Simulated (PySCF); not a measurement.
Method: M06-2X/def2-TZVP (PySCF). Isolated molecules, 0 K electronic values unless said otherwise. One relaxed conformer stands for a flexible species; it need not be the lowest. 

Reference species (SMILES): `B` (neutral, multiplicity 1).

* **HOMO–LUMO gap**: 10.26 eV
* **LUMO**: -1.00 eV
* **HOMO**: -11.26 eV

Changed species: `BC=C` (X = vinyl; the reference has X = H).

Q: Give the shifts of the HOMO–LUMO gap, LUMO and HOMO.

A: the HOMO–LUMO gap decreases by 1.74 eV, to 8.52 eV; the LUMO falls by 0.12 eV, to -1.12 eV; the HOMO rises by 1.62 eV, to -9.64 eV.
